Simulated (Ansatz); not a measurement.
Reaction (redistribution): `O/C=C/B(O)Cl` + `[AlH2][SH]` → `OB(S)Cl` + `O/C=[CH]\[AlH2]`

Gas-phase electronic energies from Ansatz, PBE0-D4/def2-TZVP geometries. CCSD(T)/CBS adds triple-zeta CCSD(T) − MP2 to the extrapolated MP2 energy (def2 sets, frozen cores). This one scheme is used for every species. Double bonds are as drawn, so ΔE can hold a change between cis and trans. DFT in def2-TZVPP. B3LYP here is the variant with VWN-RPA as its local correlation; programs differ in this. HSE06 is defined as in plane-wave codes. One conformer a species, not always the lowest.

```
             level  ΔE (kcal/mol)  difference from CCSD(T)/CBS
       LDA (SPW92)           16.1                         -1.9
           BLYP-D4           16.7                         -1.3
            B97M-V           17.4                         -0.6
        r2SCAN0-D4           18.2                          0.2
          HSE06-D4           17.5                         -0.5
          PBE-QIDH           17.9                         -0.1
            r2SCAN           17.6                         -0.4
              PBE0           17.6                         -0.4
             B3LYP           18.2                          0.2
             HSE06           17.7                         -0.3
         CAM-B3LYP           18.2                          0.2
   CCSD/def2-TZVPP           18.3                          0.3
CCSD(T)/def2-TZVPP           17.7                         -0.3
     HF/def2-QZVPP           20.9                          2.9
SCS-MP2/def2-QZVPP           17.9                         -0.1
     MP2/CBS(def2)           17.7                         -0.3
       CCSD(T)/CBS           18.0                            0
```

(1) What do rigid-rotor, harmonic-oscillator terms from PBE0-D4/def2-TZVP frequencies (298.15 K, 1 bar) make of the CCSD(T)/CBS value? (Best estimate.)

Largest T1 diagnostic among the species: 0.013.

## Answers

(1) The calculation gave: ΔZPE = -0.2 kcal/mol, ΔH = +17.5 kcal/mol, ΔS = -2 J/(mol·K), ΔG = +17.7 kcal/mol.

From BLYP to BHLYP (50 % exact exchange), in def2-TZVPP and without D4, ΔE moves by +1.7 kcal/mol. In def2-TZVPP, CCSD(T) changes the Hartree–Fock value by −3.3 kcal/mol (the triples alone add −0.6 kcal/mol) and MP2 by −3.5 kcal/mol. At CCSD(T), def2-SVP lies −0.9 kcal/mol from the extrapolated value and def2-TZVPP −0.3 kcal/mol.
